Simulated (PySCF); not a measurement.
Simulation results for C2H7NSi, CH7NSi2, CH5BFN

All values are calculated (PySCF 2.14.0). Calculation on a computer-drawn molecule: the log of a Hartree-Fock and frozen-core CCSD(T) single point meant for a local Hartree-Fock minimum, with one planted fault or none, to be diagnosed. Offsets are logged minus clean, where the clean run is the same molecule without the fault. The reference is restricted for singlets and unrestricted otherwise, and also for a bond in bohr or an excited solution. Adding or removing an electron swaps singlet and doublet. The excited solution moves the top pair (singlet) or top alpha electron (doublet) to the lowest empty orbital. Highest occupied and lowest empty are orbital energies over both spins, largest force is the largest gradient component, triples share is (T) over the correlation energy, the T1 limit is 0.02 restricted and 0.045 unrestricted, electrons count all cores, a negative frequency is imaginary (commonest isotopes), and the dipole is about the centre of nuclear charge.

Common to all runs: meant charge 0; meant multiplicity 1; logged SCF converged yes; logged spin squared 0; possible faults no fault, one electron removed, one electron added, multiplicity raised by two, geometry at a saddle point, SCF held on an excited solution, minimal basis STO-3G, one bond length entered in bohr, all coordinates scaled.

(1) 
```xyz
11
formula=C2H7NSi meant_basis=cc-pV(D+d)Z logged_electrons=40 logged_basis_functions=31 logged_highest_occupied=-5.7681 logged_lowest_empty=7.4223 logged_largest_force=0.036871 logged_T1_diagnostic=0.016412 logged_D1_diagnostic=0.076962 logged_triples_share=0.014937 logged_CC_converged=yes logged_dipole_magnitude=1.112 logged_SCF_stable_within_its_kind=yes logged_energy_HF=-418.21907 logged_energy_CCSD(T)=-418.46227 planted_fault=minimal_basis_STO-3G HF_energy_offset_from_clean_run=3124 CCSD(T)_energy_offset_from_clean_run=3360
C     -0.3906    -0.1604    -0.6094
C     -1.8361     0.2958    -0.3796
Si    -2.3161     0.5870     1.4592
N     -3.9414     1.0499     1.2307
H      0.3245     0.5750    -0.2301
H     -0.1746    -0.3110    -1.6701
H     -0.1838    -1.1034    -0.0955
H     -2.0275     1.2283    -0.9290
H     -2.5344    -0.4421    -0.7987
H     -4.4265     1.1226     0.3546
H     -4.5354     1.2894     2.0015
```

Units: logged_highest_occupied, logged_lowest_empty in eV; logged_largest_force in hartree/bohr; logged_dipole_magnitude in debye; logged_energy_HF, logged_energy_CCSD(T) in hartree; HF_energy_offset_from_clean_run, CCSD(T)_energy_offset_from_clean_run in kcal/mol.

Drawn bonds:
```tsv
atom	other atom	order
1	2	1
2	3	1
3	4	1
1	5	1
1	6	1
1	7	1
2	8	1
2	9	1
4	10	1
4	11	1
```

(2) 
```xyz
11
formula=C2H7NSi meant_basis=cc-pV(D+d)Z logged_electrons=40 logged_basis_functions=100 logged_highest_occupied=-4.934 logged_lowest_empty=-2.4773 logged_largest_force=0.080218 logged_CC_converged=no logged_dipole_magnitude=1.0696 logged_SCF_stable_within_its_kind=no logged_energy_HF=-422.87205 planted_fault=SCF_held_on_an_excited_solution HF_energy_offset_from_clean_run=186.8
C      0.4655    -1.4177    -0.7540
N      1.4146    -0.3553    -0.4657
C      1.2664     0.1548     0.8892
Si     2.6033     0.2995    -1.5050
H      0.6009    -2.2571    -0.0638
H      0.5961    -1.7806    -1.7694
H     -0.5635    -1.0600    -0.6415
H      1.9878     0.9484     1.0793
H      0.2617     0.5598     1.0474
H      1.4273    -0.6386     1.6261
H      2.2948    -0.5807    -2.7060
```

Units: logged_highest_occupied, logged_lowest_empty in eV; logged_largest_force in hartree/bohr; logged_dipole_magnitude in debye; logged_energy_HF in hartree; HF_energy_offset_from_clean_run in kcal/mol.

Drawn bonds:
```tsv
atom	other atom	order
1	2	1
2	3	1
2	4	1
1	5	1
1	6	1
1	7	1
3	8	1
3	9	1
3	10	1
4	11	1
```

Notes: CCSD not converged.

(3) 
```xyz
11
formula=CH7NSi2 meant_basis=cc-pV(D+d)Z logged_electrons=48 logged_basis_functions=109 logged_highest_occupied=-9.4543 logged_lowest_empty=1.7311 logged_largest_force=2.513e-05 logged_lowest_frequency=50.513 logged_T1_diagnostic=0.017017 logged_D1_diagnostic=0.056858 logged_triples_share=0.033297 logged_CC_converged=yes logged_dipole_magnitude=2.0403 logged_SCF_stable_within_its_kind=yes logged_energy_HF=-674.21134 logged_energy_CCSD(T)=-674.80102 planted_fault=no_fault HF_energy_offset_from_clean_run=0 CCSD(T)_energy_offset_from_clean_run=0
C      1.9071     0.6342     0.5941
N      1.0730     0.2793    -0.5128
Si    -0.3777     0.5944    -1.0187
Si    -2.0004     1.9897     0.0019
H      2.2136    -0.2659     1.1357
H      1.4457     1.3170     1.3197
H      2.8264     1.1062     0.2342
H     -0.8184    -0.0362    -2.2778
H     -2.3721     3.0776    -0.9335
H     -1.4574     2.5688     1.2497
H     -3.2129     1.1936     0.3065
```

Units: logged_highest_occupied, logged_lowest_empty in eV; logged_largest_force in hartree/bohr; logged_lowest_frequency in cm⁻¹; logged_dipole_magnitude in debye; logged_energy_HF, logged_energy_CCSD(T) in hartree; HF_energy_offset_from_clean_run, CCSD(T)_energy_offset_from_clean_run in kcal/mol.

Drawn bonds:
```tsv
atom	other atom	order
1	2	1
2	3	2
3	4	1
1	5	1
1	6	1
1	7	1
3	8	1
4	9	1
4	10	1
4	11	1
```

(4) 
```xyz
9
formula=CH5BFN meant_basis=cc-pVDZ logged_electrons=32 logged_basis_functions=81 logged_highest_occupied=-1.0843 logged_lowest_empty=-5.476 logged_largest_force=0.20475 logged_CC_converged=no logged_dipole_magnitude=12.066 logged_SCF_stable_within_its_kind=no logged_energy_HF=-218.70884 planted_fault=SCF_held_on_an_excited_solution HF_energy_offset_from_clean_run=471.4
C     -2.2043    -1.3813    -1.0950
N     -0.8737    -0.8737    -0.8512
B     -0.1957     0.0588    -1.6201
F      1.0449     0.4250    -1.2526
H     -2.8756    -1.1657    -0.2602
H     -2.6141    -0.9099    -1.9867
H     -2.1991    -2.4620    -1.2562
H     -0.4158    -1.2467    -0.0430
H     -0.6736     0.5519    -2.6010
```

Units: logged_highest_occupied, logged_lowest_empty in eV; logged_largest_force in hartree/bohr; logged_dipole_magnitude in debye; logged_energy_HF in hartree; HF_energy_offset_from_clean_run in kcal/mol.

Drawn bonds:
```tsv
atom	other atom	order
1	2	1
2	3	1
3	4	1
1	5	1
1	6	1
1	7	1
2	8	1
3	9	1
```

Notes: CCSD not converged.
